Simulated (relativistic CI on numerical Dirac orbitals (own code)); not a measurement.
# Electric-dipole transitions in Te⁴¹⁺

These numbers are calculated, not measured: Dirac-Coulomb-Breit CI, orbitals from a KLI potential per configuration, model QED (radiative potential, 1s self-energy scaled to tabulated hydrogen-like ionisation energies), unscaled Slater integrals (own radial code, finite nucleus).

Configuration list (outside the closed core [Ne]): 3s, 3p, 3d, 4s, 4p, 4d, 4f, 5s, 5p, 5d, 5f, 5g, 6s, 6p, 6d. Levels of other configurations are missing.

| λ vac (nm) | Lower | Upper | A (s⁻¹) | E lower (eV) | E upper (eV) |
| --- | --- | --- | --- | --- | --- |
| 0.65404 | 3p 2P°_3/2 [3] | 5d 2D_5/2 [17] | 1.17e+13 | 167.23 | 2062.89 |
| 0.69395 | 3d 2D_3/2 [4] | 5f 2F°_5/2 [18] | 1.54e+13 | 288.15 | 2074.80 |
| 0.69962 | 3d 2D_5/2 [5] | 5f 2F°_7/2 [19] | 1.62e+13 | 304.15 | 2076.32 |
| 0.85182 | 3s 2S_1/2 [1] | 4p 2P°_3/2 [8] | 8.34e+12 | 0.00 | 1455.52 |
| 0.88166 | 3p 2P°_1/2 [2] | 4d 2D_3/2 [9] | 1.78e+13 | 94.97 | 1501.23 |
| 0.92459 | 3p 2P°_3/2 [3] | 4d 2D_5/2 [10] | 2.19e+13 | 167.23 | 1508.19 |
| 0.99656 | 3d 2D_3/2 [4] | 4f 2F°_5/2 [11] | 4.29e+13 | 288.15 | 1532.28 |
| 1.0071 | 3d 2D_5/2 [5] | 4f 2F°_7/2 [12] | 4.54e+13 | 304.15 | 1535.24 |
| 1.3662 | 4p 2P°_3/2 [8] | 6d 2D_5/2 [26] | 2.68e+12 | 1455.52 | 2363.07 |
| 1.9074 | 4s 2S_1/2 [6] | 5p 2P°_3/2 [15] | 1.81e+12 | 1386.94 | 2036.95 |
| 1.9583 | 4p 2P°_1/2 [7] | 5d 2D_3/2 [16] | 3.26e+12 | 1426.17 | 2059.29 |
| 2.0413 | 4p 2P°_3/2 [8] | 5d 2D_5/2 [17] | 4.21e+12 | 1455.52 | 2062.89 |
| 2.1616 | 4d 2D_3/2 [9] | 5f 2F°_5/2 [18] | 7.49e+12 | 1501.23 | 2074.80 |
| 2.1823 | 4d 2D_5/2 [10] | 5f 2F°_7/2 [19] | 8.00e+12 | 1508.19 | 2076.32 |
| 2.2724 | 4f 2F°_5/2 [11] | 5g 2G_7/2 [20] | 1.29e+13 | 1532.28 | 2077.89 |
| 2.2810 | 4f 2F°_7/2 [12] | 5g 2G_9/2 [21] | 1.33e+13 | 1535.24 | 2078.80 |
| 3.6600 | 5p 2P°_1/2 [14] | 6d 2D_3/2 [25] | 9.06e+11 | 2022.22 | 2360.97 |
| 3.8019 | 5p 2P°_3/2 [15] | 6d 2D_5/2 [26] | 1.20e+12 | 2036.95 | 2363.07 |
| 6.4180 | 3p 2P°_1/2 [2] | 3d 2D_3/2 [4] | 1.39e+11 | 94.97 | 288.15 |
| 7.4139 | 3s 2S_1/2 [1] | 3p 2P°_3/2 [3] | 1.27e+11 | 0.00 | 167.23 |
| 9.0552 | 3p 2P°_3/2 [3] | 3d 2D_5/2 [5] | 6.00e+10 | 167.23 | 304.15 |
| 16.518 | 4p 2P°_1/2 [7] | 4d 2D_3/2 [9] | 3.50e+10 | 1426.17 | 1501.23 |
| 18.079 | 4s 2S_1/2 [6] | 4p 2P°_3/2 [8] | 3.05e+10 | 1386.94 | 1455.52 |
| 23.540 | 4p 2P°_3/2 [8] | 4d 2D_5/2 [10] | 1.47e+10 | 1455.52 | 1508.19 |
| 33.445 | 5p 2P°_1/2 [14] | 5d 2D_3/2 [16] | 1.16e+10 | 2022.22 | 2059.29 |
| 35.979 | 5s 2S_1/2 [13] | 5p 2P°_3/2 [15] | 9.92e+09 | 2002.49 | 2036.95 |
| 47.800 | 5p 2P°_3/2 [15] | 5d 2D_5/2 [17] | 4.82e+09 | 2036.95 | 2062.89 |
| 58.982 | 6p 2P°_1/2 [23] | 6d 2D_3/2 [25] | 4.66e+09 | 2339.95 | 2360.97 |
| 62.993 | 6s 2S_1/2 [22] | 6p 2P°_3/2 [24] | 3.94e+09 | 2328.69 | 2348.37 |
| 84.386 | 6p 2P°_3/2 [24] | 6d 2D_5/2 [26] | 1.93e+09 | 2348.37 | 2363.07 |

Terms are leading LS components. Brackets give the number of a level in order of energy, since labels repeat. The list gives strong lines, with weight on those to low levels, without lines whose two gauges differ by over a factor of 2.5. Levels whose partners in the same complex of configurations lie outside the list can be far off, and so can their lines. Rates are taken at the computed energies, electric ones in the length gauge.

At this charge energies of transitions that change n are usually good to better than 1 %, and those within a shell (Δn = 0) to a few per cent.

Q: From the table, what is the radiative lifetime of 5d 2D_5/2?

A: The listed rates from this level add up to about 1.59e+13 s⁻¹, 98 % of its decay; with all channels τ = 6.20e-14 s.
